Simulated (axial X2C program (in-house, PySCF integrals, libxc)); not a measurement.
# MgBi along the bond: PBE0, two-component

All values were computed with an in-house all-electron X2C program for linear molecules (integrals from PySCF). Two-component (2c) means X2C with spin–orbit coupling and atomic mean-field two-electron Coulomb and Gaunt terms. Basis: Bi dyall-cv3z [12s14p10d6f1g], Mg dyall-cv3z [9s8p6d3f] (cores contracted in-house); Gaussian nuclei, density fitting, unrestricted open shells. Masses: Bi 208.980 u, Mg 23.985 u.

State: Ω = 3/2 (⟨Sz⟩ = 0.86, ⟨Lz⟩ = 0.64 at PBE0). Dipoles are positive if Mg is the positive end.

| R (Å) | μ (D) | HOMO (eV) | LUMO (eV) |
| --- | --- | --- | --- |
| 2.476 | 2.604 | -4.88 | -2.73 |
| 2.590 | 2.465 | -4.85 | -2.77 |
| 2.675 | 2.355 | -4.84 | -2.78 |
| 2.761 | 2.248 | -4.83 | -2.78 |
| 2.846 | 2.148 | -4.83 | -2.77 |
| 2.946 | 2.041 | -4.83 | -2.76 |
| 3.045 | 1.943 | -4.83 | -2.75 |
| 3.173 | 1.824 | -4.84 | -2.73 |
| 3.330 | 1.681 | -4.85 | -2.71 |
| 3.558 | 1.466 | -4.89 | -2.68 |

Question: The minimum lies at 2.834 Å. What is the dipole moment there, and its slope?

Answer: At PBE0, 2c, with the sign and origin stated: μ = 2.16 D, dμ/dR = -1.14 D/Å.

Occupations by symmetry block were frozen at the best pattern of an incomplete PBE0 search. Density functionals use the spin component along the axis (collinear). Other states lie close and PBE0, whose exact exchange favours high spin, may order them wrongly; the determinant shown need not be the ground state. The nearest other 2c determinant of the search, Ω = 1/2, lies 0.31 eV up at the distance of the search. The functionals have no current-density term, which raises determinants with orbital currents, atoms included. With several unpaired electrons one determinant need not be a pure state.
